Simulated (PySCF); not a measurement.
**Ru²⁺ (ruthenium, charge +2) across methods**

[Kr] 4d6, high-spin 5D determinant. Computed with PySCF 2.14 in x2c-QZVPPall (13s8p7d4f2g, 118 functions), with the spin-free X2C one-electron Hamiltonian (Gaussian nucleus).

```
 method  E (hartree)  mean ε 4p β (eV)  mean ε 4d α (eV)  mean ε 4d β (eV)  Σ⟨r²⟩ (bohr²)   ⟨S²⟩
 PBEsol     -4526.69           -64.527           -25.292           -22.611          30.94  6.001
  M06-L     -4529.39           -64.862           -25.334           -22.538          30.40  6.003
   PBE0     -4529.16           -67.267           -27.146           -24.281          30.77  6.001
LC-wPBE     -4529.08           -69.796           -29.928           -27.221          30.73  6.001
 r2SCAN     -4529.49           -65.217           -25.670           -22.741          30.72  6.002
    LDA     -4524.41           -64.858           -25.434           -22.789          31.02  6.001
    PBE     -4529.08           -64.509           -25.309           -22.689          30.96  6.001
    UHF  -4527.26375           -74.159           -31.846           -27.999          30.60  6.004
```
